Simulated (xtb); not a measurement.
xtb input for C₂H₇O, SMILES [OH2+]CC, charge +1, GFN2-xTB. 

```
$ xtb mol.xyz --gfn 2 --sp --chrg 1 --uhf 0 --json
$ cat mol.xyz
10

C     -0.28345818     1.24573611     0.00000000
C      0.60943763     0.03215577    -0.00000000
O     -0.18204918    -1.22701615     0.00000000
H      0.33748470     2.13762753    -0.00000000
H     -0.91008132     1.28600024    -0.88851649
H     -0.91008131     1.28600024     0.88851649
H      1.23875160    -0.02012994     0.88945919
H      1.23875159    -0.02012993    -0.88945920
H     -0.74715427    -1.26029513    -0.80346804
H     -0.74715426    -1.26029513     0.80346804
```

Output:

```
[banner left out]
          |                Calculation Setup                |
           -------------------------------------------------



           -------------------------------------------------
          |                 G F N 2 - x T B                 |
           -------------------------------------------------

        Reference                      10.1021/acs.jctc.8b01176
      * Hamiltonian:
        H0-scaling (s, p, d)           1.850000    2.230000    2.230000
        zeta-weighting                 0.500000
      * Dispersion:
        s8                             2.700000
        a1                             0.520000
        a2                             5.000000
        s9                             5.000000
      * Repulsion:
        kExp                           1.500000    1.000000
        rExp                           1.000000
      * Coulomb:
        alpha                          2.000000
        third order                    shell-resolved
        anisotropic                    true
        a3                             3.000000
        a5                             4.000000
        cn-shift                       1.200000
        cn-exp                         4.000000
        max-rad                        5.000000


          ...................................................
          :                      SETUP                      :
          :.................................................:
          :  # basis functions                  19          :
          :  # atomic orbitals                  19          :
          :  # shells                           13          :
          :  # electrons                        20          :
          :  max. iterations                   250          :
          :  Hamiltonian                  GFN2-xTB          :
          :  restarted?                      false          :
          :  GBSA solvation                  false          :
          :  PC potential                    false          :
          :  electronic temp.          300.0000000     K    :
          :  accuracy                    1.0000000          :
          :  -> integral cutoff          0.2500000E+02      :
          :  -> integral neglect         0.1000000E-07      :
          :  -> SCF convergence          0.1000000E-05 Eh   :
          :  -> wf. convergence          0.1000000E-03 e    :
          :  Broyden damping             0.4000000          :
          :  net charge                          1          :
          :  unpaired electrons                  0          :
          ...................................................

 iter      E             dE          RMSdq      gap      omega  full diag
   1    -11.5483370 -0.115483E+02  0.352E+00   10.81       0.0  T
   2    -11.5636446 -0.153076E-01  0.231E+00    9.70       1.0  T
   3    -11.5653733 -0.172871E-02  0.695E-01    9.05       1.0  T
   4    -11.5655790 -0.205680E-03  0.178E-01    8.87       1.0  T
   5    -11.5656190 -0.400546E-04  0.717E-02    8.97       1.0  T
   6    -11.5656206 -0.156745E-05  0.150E-02    8.98       2.1  T
   7    -11.5656209 -0.326189E-06  0.395E-03    8.99       8.0  T
   8    -11.5656209 -0.990539E-08  0.841E-04    8.99      37.6  T
   9    -11.5656209 -0.795303E-09  0.332E-04    8.99      95.1  T

   *** convergence criteria satisfied after 9 iterations ***

         #    Occupation            Energy/Eh            Energy/eV
      -------------------------------------------------------------
         1        2.0000           -0.9985333             -27.1715
       ...           ...                  ...                  ...
         4        2.0000           -0.8401827             -22.8625
         5        2.0000           -0.7950708             -21.6350
         6        2.0000           -0.7582079             -20.6319
         7        2.0000           -0.7161866             -19.4884
         8        2.0000           -0.6784879             -18.4626
         9        2.0000           -0.6559399             -17.8490
        10        2.0000           -0.6435602             -17.5122 (HOMO)
        11                         -0.3133097              -8.5256 (LUMO)
        12                         -0.1791457              -4.8748
        13                         -0.0895363              -2.4364
        14                         -0.0834530              -2.2709
        15                         -0.0285281              -0.7763
       ...                                ...                  ...
        19                          0.0876705               2.3856
      -------------------------------------------------------------
                  HL-Gap            0.3302506 Eh            8.9866 eV
             Fermi-level           -0.4784350 Eh          -13.0189 eV

 SCC (total)                   0 d,  0 h,  0 min,  0.005 sec
 SCC setup                      ...        0 min,  0.000 sec (  3.478%)
 Dispersion                     ...        0 min,  0.000 sec (  1.459%)
 classical contributions        ...        0 min,  0.000 sec (  0.988%)
 integral evaluation            ...        0 min,  0.001 sec ( 11.958%)
 iterations                     ...        0 min,  0.002 sec ( 51.644%)
 molecular gradient             ...        0 min,  0.001 sec ( 26.268%)
 printout                       ...        0 min,  0.000 sec (  3.904%)

         :::::::::::::::::::::::::::::::::::::::::::::::::::::
         ::                     SUMMARY                     ::
         :::::::::::::::::::::::::::::::::::::::::::::::::::::
         :: total energy             -11.433539230762 Eh    ::
         :: gradient norm              0.000102860120 Eh/a0 ::
         :: HOMO-LUMO gap              8.986575287933 eV    ::
         ::.................................................::
         :: SCC energy               -11.565620029413 Eh    ::
         :: -> isotropic ES            0.119781800108 Eh    ::
         :: -> anisotropic ES         -0.004886427717 Eh    ::
         :: -> anisotropic XC          0.006234476081 Eh    ::
         :: -> dispersion             -0.002482453947 Eh    ::
         :: repulsion energy           0.132080798651 Eh    ::
         :: add. restraining           0.000000000000 Eh    ::
         :: total charge               1.000000000000 e     ::
         :::::::::::::::::::::::::::::::::::::::::::::::::::::

           -------------------------------------------------
          |                Property Printout                |
           -------------------------------------------------

    * Orbital Energies and Occupations

         #    Occupation            Energy/Eh            Energy/eV
      -------------------------------------------------------------
         1        2.0000           -0.9985333             -27.1715
         2        2.0000           -0.9004287             -24.5019
         3        2.0000           -0.8862372             -24.1157
         4        2.0000           -0.8401827             -22.8625
         5        2.0000           -0.7950708             -21.6350
         6        2.0000           -0.7582079             -20.6319
         7        2.0000           -0.7161866             -19.4884
         8        2.0000           -0.6784879             -18.4626
         9        2.0000           -0.6559399             -17.8490
        10        2.0000           -0.6435602             -17.5122 (HOMO)
        11                         -0.3133097              -8.5256 (LUMO)
        12                         -0.1791457              -4.8748
        13                         -0.0895363              -2.4364
        14                         -0.0834530              -2.2709
        15                         -0.0285281              -0.7763
Note: The following floating-point exceptions are signalling: IEEE_DENORMAL
normal termination of xtb
        16                         -0.0120821              -0.3288
        17                          0.0091887               0.2500
        18                          0.0520733               1.4170
        19                          0.0876705               2.3856
      -------------------------------------------------------------
                  HL-Gap            0.3302506 Eh            8.9866 eV
             Fermi-level           -0.4784350 Eh          -13.0189 eV

     #   Z          covCN         q      C6AA      α(0)
     1   6 C        3.751    -0.154    23.538     6.919
     2   6 C        3.663     0.026    20.398     6.479
     3   8 O        2.443    -0.218    17.580     5.663
     4   1 H        0.925     0.116     1.643     2.004
     5   1 H        0.925     0.084     1.937     2.176
     6   1 H        0.925     0.084     1.937     2.176
     7   1 H        0.924     0.130     1.535     1.938
     8   1 H        0.924     0.130     1.535     1.938
     9   1 H        0.802     0.400     0.484     1.093
    10   1 H        0.802     0.400     0.484     1.093

 Mol. C6AA /au·bohr⁶  :        459.708020
 Mol. C8AA /au·bohr⁸  :       9329.127258
 Mol. α(0) /au        :         31.479253


Wiberg/Mayer (AO) data.
largest (>0.10) Wiberg bond orders for each atom

 ---------------------------------------------------------------------------
     #   Z sym  total        # sym  WBO       # sym  WBO       # sym  WBO
 ---------------------------------------------------------------------------
     1   6 C    3.971 --     2 C    1.037     6 H    0.977     5 H    0.977
                             4 H    0.959
     2   6 C    3.807 --     1 C    1.037     8 H    0.961     7 H    0.961
                             3 O    0.831
     3   8 O    2.515 --     2 C    0.831    10 H    0.824     9 H    0.824
     4   1 H    0.986 --     1 C    0.959
     5   1 H    0.993 --     1 C    0.977
     6   1 H    0.993 --     1 C    0.977
     7   1 H    0.983 --     2 C    0.961
     8   1 H    0.983 --     2 C    0.961
     9   1 H    0.840 --     3 O    0.824
    10   1 H    0.840 --     3 O    0.824
 ---------------------------------------------------------------------------

Topologies differ in total number of bonds
Writing topology from bond orders to xtbtopo.mol

molecular dipole:
                 x           y           z       tot (Debye)
 q only:       -0.550      -0.893      -0.000
   full:       -0.779      -0.989      -0.000       3.199
molecular quadrupole (traceless):
                xx          xy          yy          xz          yz          zz
 q only:       -0.703       3.431       2.120       0.000      -0.000      -1.417
  q+dip:       -0.555       3.897       0.386       0.000      -0.000       0.168
   full:       -0.527       4.177       0.920       0.000      -0.000      -0.393


           -------------------------------------------------
          | TOTAL ENERGY              -11.433539230762 Eh   |
          | GRADIENT NORM               0.000102860120 Eh/α |
          | HOMO-LUMO GAP               8.986575287933 eV   |
           -------------------------------------------------

------------------------------------------------------------------------
------------------------------------------------------------------------
 total:
 SCF:
```

Self-consistency was reached.

Cost: roughly 0.07 core-seconds.
